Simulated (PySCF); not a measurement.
Species: C₁₀H₁₂O.
Numbering: `[CH3:1][CH2:2][CH2:3][C:4](=[O:5])[c:6]1[cH:7][cH:8][cH:9][cH:10][cH:11]1` (hydrogens: H12, H13, H14 on C1; H15, H16 on C2; H17, H18 on C3; H19 on C7; H20 on C8; H21 on C9; H22 on C10; H23 on C11)

The same species was optimised twice, with GFN2-xTB and with PBE0-D3(BJ)/def2-SVP (PySCF), and the same property calculations (PySCF, gas phase) were run on both structures.

```tsv
coordinate	GFN2-xTB	PBE0-D3(BJ)/def2-SVP	change
C8–C9 (Å)	1.385	1.396	+0.011
C10–C11 (Å)	1.383	1.393	+0.010
C4–C6 (Å)	1.489	1.498	+0.009
C7–C8 (Å)	1.381	1.390	+0.009
C2–C3 (Å)	1.526	1.518	-0.008
C9–C10 (Å)	1.386	1.394	+0.008
C6–C11 (Å)	1.394	1.401	+0.007
C6–C7 (Å)	1.396	1.401	+0.005
C1–C2 (Å)	1.523	1.519	-0.004
C3–C4 (Å)	1.515	1.513	-0.002
C4=O5 (Å)	1.211	1.212	+0.001
C2–C3–C4 (°)	112.0	113.5	+1.5
C3–C4–C6 (°)	117.1	118.5	+1.4
C1–C2–C3 (°)	111.8	112.8	+1.0
C4–C6–C11 (°)	123.9	123.1	-0.8
C3–C4–O5 (°)	121.9	121.1	-0.8
O5–C4–C6 (°)	121.0	120.4	-0.6
C4–C6–C7 (°)	117.3	117.8	+0.5
C9–C10–C11 (°)	120.5	120.0	-0.5
C1–C2–C3–C4 (°)	180	180	0
C2–C3–C4–O5 (°)	0	0	0
C3–C4–C6–C7 (°)	180	-179	+1
```

Rotational constants: A = 2921, B = 553.5, C = 469.4 MHz (GFN2-xTB) against A = 2903, B = 547.1, C = 464.3 MHz (PBE0-D3(BJ)/def2-SVP). Point groups within 0.08 Å: Cs and Cs. Atoms that the bonding makes alike are paired by their places after alignment.

On the GFN2-xTB structure: HOMO (eV) -7.34 [PBE0/pcSseg-1]; LUMO (eV) -1.62 [PBE0/pcSseg-1]; dipole (D) 2.85 [PBE0/pcSseg-1]; GIAO shielding of C1 (ppm) 171.0 [PBE0/pcSseg-1]; GIAO shielding of C2 (ppm) 165.6 [PBE0/pcSseg-1]; GIAO shielding of C3 (ppm) 142.0 [PBE0/pcSseg-1]; GIAO shielding of C4 (ppm) -16.1 [PBE0/pcSseg-1]; GIAO shielding of O5 (ppm) -293.3 [PBE0/pcSseg-1]; GIAO shielding of C6 (ppm) 46.5 [PBE0/pcSseg-1]; GIAO shielding of C7/C11 (mean) (ppm) 52.2 [PBE0/pcSseg-1]; GIAO shielding of C8/C10 (mean) (ppm) 53.1 [PBE0/pcSseg-1].

What do these properties become on the PBE0-D3(BJ)/def2-SVP structure?

```csv
property,level,on GFN2-xTB,on PBE0-D3(BJ)/def2-SVP,change
HOMO (eV),PBE0/pcSseg-1,-7.34,-7.35,-0.01
LUMO (eV),PBE0/pcSseg-1,-1.62,-1.63,-0.01
dipole (D),PBE0/pcSseg-1,2.85,2.83,-0.02
"energy, GFN2-xTB geometry as zero (kcal/mol)",PBE0/pcSseg-1,0.0,-0.6,-0.6
GIAO shielding of C1 (ppm),PBE0/pcSseg-1,171.0,169.1,-1.9
GIAO shielding of C2 (ppm),PBE0/pcSseg-1,165.6,165.4,-0.2
GIAO shielding of C3 (ppm),PBE0/pcSseg-1,142.0,141.8,-0.2
GIAO shielding of C4 (ppm),PBE0/pcSseg-1,-16.1,-16.4,-0.3
GIAO shielding of O5 (ppm),PBE0/pcSseg-1,-293.3,-296.6,-3.3
GIAO shielding of C6 (ppm),PBE0/pcSseg-1,46.5,44.8,-1.7
GIAO shielding of C7/C11 (mean) (ppm),PBE0/pcSseg-1,52.2,50.4,-1.8
GIAO shielding of C8/C10 (mean) (ppm),PBE0/pcSseg-1,53.1,50.8,-2.3
```

The heavy atoms differ by 0.018 Å rms after alignment. Among bonds between heavy atoms C8–C9 and C10–C11 change most and about equally (+0.010 to +0.011 Å). Changes are differences of the printed values. Neither structure is proved a minimum here.

Shape of the structure used: `[CH3:1][CH2:2][CH2:3][C:4](=[O:5])[c:6]1[cH:7][cH:8][cH:9][cH:10][cH:11]1`: C1–C2–C3–C4 180°, C2–C3–C4–O5 0°, C3–C4–C6–C7 -179°.
